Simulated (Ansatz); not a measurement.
Gas-phase electronic energies from Ansatz, PBE0-D4/def2-TZVP geometries. CBS: MP2 limit from def2 TZ/QZ plus the TZ coupled-cluster correction, frozen cores. This one scheme is used for every species. DFT in def2-TZVPP. B3LYP here is the variant with VWN-RPA as its local correlation; programs differ in this. HSE06 is defined as in plane-wave codes. Each species was taken in one conformer, which may not be the lowest.

Consider the ligand exchange at the Al–O bond: `CC1=CC(C)=[O+][Al-]([OH])([OH])[O]1` + HCl → `CC1=CC(C)=[O+][Al-]([OH])([Cl])[O]1` + H₂O.

| level | ΔE (kcal/mol) | difference from CCSD(T)/CBS |
| --- | --- | --- |
| LDA (SPW92) | -7.4 | 1.7 |
| PBE-D4 | -8.8 | 0.3 |
| revPBE-D4 | -9.1 | 0.0 |
| BLYP-D4 | -7.3 | 1.8 |
| r2SCAN-D4 | -8.7 | 0.4 |
| B97M-V | -9.0 | 0.1 |
| PBE0-D4 | -9.8 | -0.7 |
| B3LYP-D4 | -8.1 | 1.0 |
| r2SCAN0-D4 | -9.4 | -0.3 |
| HSE06-D4 | -9.8 | -0.7 |
| BHLYP-D4 | -9.0 | 0.1 |
| CAM-B3LYP-D4 | -7.5 | 1.6 |
| ωB97X-V | -8.8 | 0.3 |
| ωB97M-V | -8.7 | 0.4 |
| B2PLYP | -7.6 | 1.5 |
| PBE-QIDH | -9.6 | -0.5 |
| PBE | -8.2 | 0.9 |
| revPBE | -8.5 | 0.6 |
| r2SCAN | -8.6 | 0.5 |
| PBE0 | -9.2 | -0.1 |
| B3LYP | -7.1 | 2.0 |
| r2SCANh | -8.8 | 0.3 |
| r2SCAN0 | -9.2 | -0.1 |
| BHLYP | -8.0 | 1.1 |
| CAM-B3LYP | -6.9 | 2.2 |
| LC-ωPBE | -8.5 | 0.6 |
| RPA@PBE/def2-TZVPP | -7.0 | 2.1 |
| HF/def2-SVP | -10.0 | -0.9 |
| MP2/def2-SVP | -7.8 | 1.3 |
| CCSD/def2-SVP | -7.5 | 1.6 |
| CCSD(T)/def2-SVP | -7.5 | 1.6 |
| HF/def2-TZVPP | -9.4 | -0.3 |
| MP2/def2-TZVPP | -8.8 | 0.3 |
| CCSD/def2-TZVPP | -7.9 | 1.2 |
| HF/def2-QZVPP | -9.2 | -0.1 |
| MP2/def2-QZVPP | -9.4 | -0.3 |
| SCS-MP2/def2-QZVPP | -8.6 | 0.5 |
| HF/CBS(def2) | -9.2 | -0.1 |
| MP2/CBS(def2) | -9.9 | -0.8 |
| CCSD/CBS(def2) | -9.1 | 0.0 |
| CCSD(T)/CBS | -9.1 | 0 |

Largest T1 diagnostic among the species: 0.015.

At CCSD(T), def2-SVP lies +1.6 kcal/mol from the extrapolated value and def2-TZVPP +1.1 kcal/mol. The D4 term adds −0.9 kcal/mol with B3LYP and −0.5 kcal/mol with PBE0; it sums over pairs of atoms, weighted by their polarisabilities, and B3LYP, whose exchange is more repulsive, gets the larger term.

CCSD(T)/CBS has its own doubt, a few kJ/mol and more with outer-core shells, so smaller differences from it don't rank the levels.
